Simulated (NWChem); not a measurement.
**Correlation energy of BCl**

```xyz
2

B      0.0000     0.0000    -1.3285
Cl     0.0000     0.0000     0.3907
```
Charge 0, spin multiplicity 1.

Everything below was run with NWChem. The geometry was optimised at PBE0/def2-SVP, a minimum by its harmonic frequencies.

Basis set: cc-pVDZ. Each correlation energy counts from its own Hartree-Fock reference.

The correlated methods keep 6 core orbitals frozen. The structure started from a generated list of species. No row is a measurement; the coupled-cluster row has its own basis-set and correlation limits.

Q: For the correlation energy, RI-MP2 gives -196.3 mHa and MP2 gives -196.2 mHa. What do SCS-MP2, CR-CCSD[T], CR-CCSD(T) give?

A: SCS-MP2: -193.4 mHa; CR-CCSD[T]: -230.5 mHa; CR-CCSD(T): -230.1 mHa.
